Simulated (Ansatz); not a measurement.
C₄H₄N, SMILES C1=C[N]C=C1 (connectivity only; charge and spin as stated), charge -1, multiplicity 1.

Geometry: B3LYP-D3(BJ)/def2-SVPD. The spin state was assumed, not searched. The isomer is the one that the SMILES or the coordinates give; other isomers of the formula were not compared.

Two levels are set side by side: PBE/def2-SVPD (Ansatz, an electronic-structure program) and PBE0/def2-SVPD (Ansatz). Energy differences of separate SCF runs at the same geometry; the states with an electron removed or added have multiplicity 2. Differences are taken from unrounded values.

| quantity | PBE0 |
|---|---|
| vertical ionisation energy (eV) | 2.19 |
| vertical singlet–triplet gap (eV) | 4.28 |

Task: What does PBE give, and how far is it from PBE0? (The exact figures need the calculation; the answer reports its results.)

Result: 
```tsv
quantity	PBE	PBE minus PBE0
vertical ionisation energy (eV)	2.25	0.06
vertical singlet–triplet gap (eV)	4.17	-0.11
```
